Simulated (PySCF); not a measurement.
Job file and geometry (Å, from GFN2-xTB) of a spin–spin coupling run on `C#[C][GeH3]`, C$_{2}$H$_{4}$Ge, PySCF 2.14.0, density-fitted response routines, B3LYP/pcJ-1 Ge:pcSseg-1 indirect spin-spin coupling, non-relativistic, gas phase; density fitting, a coarse starting grid and PySCF grid level 2 are the driver's defaults:

```
{"job": {"kind": "j", "xc": "B3LYP", "basis": "pcJ-1"}, "charge": 0, "multiplicity": 1}
C      1.980366    -0.250219    -0.005938
C      0.786916    -0.099435    -0.004759
Ge    -1.088293     0.139196    -0.002617
H      3.024994    -0.383702    -0.007293
H     -1.701053    -0.849943    -0.934997
H     -1.398881     1.526191    -0.452152
H     -1.600715    -0.077183     1.380678
```

**Question.** Write the output of this run.

**Answer.** 
```
coarse grid: 27664 points
cycle   1  E = -2155.3059343236  dE = -4.538e-01  |g| = 9.743e-01  |ddm| = 2.564e+00
cycle   2  E = -2155.2718339975  dE =  3.410e-02  |g| = 1.029e+00  |ddm| = 1.066e+00
cycle   3  E = -2155.3819371464  dE = -1.101e-01  |g| = 8.232e-02  |ddm| = 6.570e-01
cycle   4  E = -2155.3825645069  dE = -6.274e-04  |g| = 4.313e-02  |ddm| = 7.902e-02
cycle   5  E = -2155.3829869393  dE = -4.224e-04  |g| = 1.099e-02  |ddm| = 3.118e-02
cycle   6  E = -2155.3830195772  dE = -3.264e-05  |g| = 1.135e-03  |ddm| = 9.033e-03
cycle   7  E = -2155.3830199244  dE = -3.472e-07  |g| = 3.945e-04  |ddm| = 1.389e-03
final grid: 56944 points
cycle   8  E = -2155.3830077270  dE =  7.005e-09  |g| = 4.556e-04  |ddm| = 8.315e-04
cycle   9  E = -2155.3830076743  dE =  5.263e-08  |g| = 6.567e-04  |ddm| = 7.818e-04
cycle  10  E = -2155.3830077612  dE = -8.683e-08  |g| = 2.074e-04  |ddm| = 5.003e-04
cycle  11  E = -2155.3830077718  dE = -1.059e-08  |g| = 5.952e-06  |ddm| = 1.276e-04
cycle  12  E = -2155.3830077718  dE = -6.821e-12  |g| = 8.005e-07  |ddm| = 7.062e-06
converged SCF energy = -2155.3830077718

Indirect spin-spin couplings (Hz)
  i      j    bonds     total        FC       PSO       DSO        SD
  0 C    1 C    1    177.378   158.720     6.930     0.142    11.587
  0 C    3 H    1    256.023   256.164    -1.255     0.418     0.696
  0 C    4 H    3      4.192     4.295     0.429    -0.493    -0.039
  0 C    5 H    3      4.162     4.265     0.429    -0.493    -0.039
  0 C    6 H    3      4.177     4.280     0.429    -0.493    -0.039
  1 C    3 H    2     47.405    41.676     5.903    -1.086     0.912
  1 C    4 H    2      7.140     7.605     0.089    -0.617     0.062
  1 C    5 H    2      7.130     7.597     0.090    -0.618     0.062
  1 C    6 H    2      7.135     7.602     0.089    -0.618     0.062
  3 H    4 H    4     -2.465    -1.971     1.050    -1.564     0.020
  3 H    5 H    4     -2.474    -1.979     1.051    -1.565     0.020
  3 H    6 H    4     -2.470    -1.975     1.051    -1.565     0.020
  4 H    5 H    2      6.873    10.583     1.418    -5.179     0.051
  4 H    6 H    2      6.849    10.555     1.417    -5.173     0.051
  5 H    6 H    2      6.894    10.606     1.419    -5.181     0.051
```

Size and cost of the density-fitted run: 135 basis functions, 11 s wall time on 1 thread of an Arm Neoverse V2, shared host.
